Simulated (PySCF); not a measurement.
B3LYP has the VWN-RPA correlation part, as in Gaussian. 

Cartesian coordinates (Å):
SMILES: C=C=S
```xyz
5

C     -0.5982    -0.0191     0.1250
C      0.6781     0.0217    -0.1417
S      2.1996     0.0703    -0.4596
H     -1.1370     0.8816     0.3916
H     -1.1425    -0.9544     0.0847
```
Charge 0, multiplicity 1.

Problem. Predict the HOMO, HOMO–LUMO gap and adiabatic ionisation energy (no zero-point term) from PySCF with B3LYP-D3(BJ)/def2-TZVP.

Solution. 
```json
{
  "HOMO": "-6.40 eV",
  "HOMO–LUMO gap": "4.03 eV",
  "adiabatic ionisation energy (no zero-point term)": "8.84 eV"
}
```
